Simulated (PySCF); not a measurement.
## `InChI=1S/C7H6/c1-2-3-4-7-5-6-7/h2,5-7H,1H2`

Molfile (atoms numbered from 1):
```
C7H6
     RDKit          3D

 13 13  0  0  0  0  0  0  0  0999 V2000
   -3.1928    0.2081    0.0609 C   0  0  0  0  0  0  0  0  0  0  0  0
   -2.1201   -0.3422   -0.4990 C   0  0  0  0  0  0  0  0  0  0  0  0
   -0.8005   -0.0870   -0.0789 C   0  0  0  0  0  0  0  0  0  0  0  0
    0.3312    0.1297    0.2779 C   0  0  0  0  0  0  0  0  0  0  0  0
    1.6747    0.3795    0.6938 C   0  0  0  0  0  0  0  0  0  0  0  0
    2.7298   -0.6894    0.5219 C   0  0  0  0  0  0  0  0  0  0  0  0
    2.8021    0.3009   -0.3104 C   0  0  0  0  0  0  0  0  0  0  0  0
   -3.1074    0.8959    0.8857 H   0  0  0  0  0  0  0  0  0  0  0  0
   -4.1872   -0.0120   -0.2877 H   0  0  0  0  0  0  0  0  0  0  0  0
   -2.2161   -1.0335   -1.3287 H   0  0  0  0  0  0  0  0  0  0  0  0
    1.7562    1.0753    1.5276 H   0  0  0  0  0  0  0  0  0  0  0  0
    3.0745   -1.6208    0.8971 H   0  0  0  0  0  0  0  0  0  0  0  0
    3.2512    0.7961   -1.1351 H   0  0  0  0  0  0  0  0  0  0  0  0
  1  2  2  0
  2  3  1  0
  3  4  3  0
  4  5  1  0
  5  6  1  0
  6  7  2  0
  7  5  1  0
  1  8  1  0
  1  9  1  0
  2 10  1  0
  5 11  1  0
  6 12  1  0
  7 13  1  0
M  END
```

Theory: quadratic response CAM-B3LYP/def2-SVPD first hyperpolarisability, Taylor convention, gas phase (PySCF 2.14.0). Geometry: GFN2-xTB.

Q: Give the tensor of the second harmonic β(−2ω;ω,ω) at 1550 nm in the axes of these coordinates.

A: In au, Taylor convention; rows are the first index (the induced dipole):
|  | xx | yy | zz | xy | xz | yz |
| --- | --- | --- | --- | --- | --- | --- |
| x | +365.9 | -21.4 | -12.5 | +1.8 | +42.0 | +25.1 |
| y | -0.5 | +35.7 | -17.2 | -21.0 | +24.8 | -12.1 |
| z | +39.3 | -12.4 | +23.9 | +25.0 | -12.3 | -16.9 |

Norm of βᵢ = ⅓ Σⱼ (βᵢⱼⱼ + βⱼᵢⱼ + βⱼⱼᵢ): 337.2 au, hyper-Rayleigh value 150.7 au.
